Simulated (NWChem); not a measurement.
# CH4Se2; SMILES [SeH][Se]C

```xyz
7

Se    -0.4361    -0.9424     0.0080
C      1.3891    -1.6835     0.0131
H      1.2694    -2.7817     0.1081
H      1.9565    -1.2952     0.8782
H      1.9079    -1.4461    -0.9337
Se     0.0358     1.3565     0.0307
H      0.1402     1.5447    -1.4477
```
Atoms are numbered in this order, from 1.

Program: NWChem. The geometry was optimised at PBE-D3(BJ)/def2-SVP.

Question: Predict the results for Hartree-Fock/3-21G. Quantities: highest occupied level (eV); orbital gap (eV); dipole (D).

Answer: highest occupied level (eV): -9.30
orbital gap (eV): 11.42
dipole (D): 1.86
